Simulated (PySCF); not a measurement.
A calculated (r2SCAN, PySCF 2.14, def2-SVP, the non-relativistic Hamiltonian (point nucleus)) atom or ion has these occupied shells.

| shell | electrons | orbital energy (eV) | rms radius, mean of both spins (bohr) |
| --- | --- | --- | --- |
| 1s α | 1 | -8148.6 | 0.0635 |
| 1s β | 1 | -8148.6 | 0.0635 |
| 2s α | 1 | -972.92 | 0.269 |
| 2s β | 1 | -972.21 | 0.269 |
| 2p α | 3 | -847.92 | 0.240 |
| 2p β | 3 | -847.39 | 0.240 |
| 3s α | 1 | -113.07 | 0.809 |
| 3s β | 1 | -111.41 | 0.809 |
| 3p α | 3 | -74.482 | 0.858 |
| 3p β | 3 | -72.901 | 0.858 |
| 3d α | 5 | -11.524 | 1.16 |
| 3d β | 4 | -10.505 | 1.16 |

Question: Name the element and its charge.

Answer: Ni⁺ (nickel, charge +1), in [Ar] 3d9, 2D determinant.
